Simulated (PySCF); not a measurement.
**Gas-phase XPS of `[PH2][GeH3]`, computed**

Species: GeH₅P.
Z-matrix (Å and degrees, PBE0-D3(BJ)/def2-SVP geometry), rows numbered from 1:
```
P 
Ge  1  2.3274
H   1  1.4294  2   93.63
H   1  1.4295  2   93.70  3   -93.40
H   2  1.5386  1  108.08  3   168.74
H   2  1.5389  1  108.04  3   -73.42
H   2  1.5401  1  113.06  3    47.65
```

Level of theory: delta-SCF UKS SCAN, pcX-2 on the ionised atom, pcseg-1 elsewhere, spin-free X2C in PySCF 2.14.0. Binding energies are ΔSCF values: E(core-ionised, relaxed orbitals) − E(ground state) at a fixed geometry, referred to the vacuum level.

What binding energy does each computed site have?

| atom(s) | bonded to | level | binding energy (eV) | 2p1/2 (eV) | count |
| --- | --- | --- | --- | --- | --- |
| P1 | 2 H and Ge | P 1s | 2150.00 | – | 1 |
| P1 | 2 H and Ge | P 2p3/2 | 136.46 | 137.35 | 1 |

Which photon wavelength matches the P 2p3/2 of P1 threshold?

λ = hc/E = 12398.42 eV Å / 136.46 eV = 90.858 Å.

Give the binding energy of P 2p3/2 of P1 in hartree and in kJ/mol.

136.46 eV = 5.0148 Eh = 13166 kJ/mol.

2p3/2 and 2p1/2 are the ΔSCF energy of one spin-free 2p hole plus the eigenvalues of a spin–orbit and ligand-field matrix of the shell. 2p1/2 minus 2p3/2 (ligand field included): P 0.89 eV. No level of germanium is listed. Geometry: PBE0-D3(BJ)/def2-SVP; no solvent, vibrations or thermal averaging.

The run took 4.5 s of wall time on one thread, Arm Neoverse V2 (aarch64), on a shared host, and the process peaked at 0.43 GiB of memory.
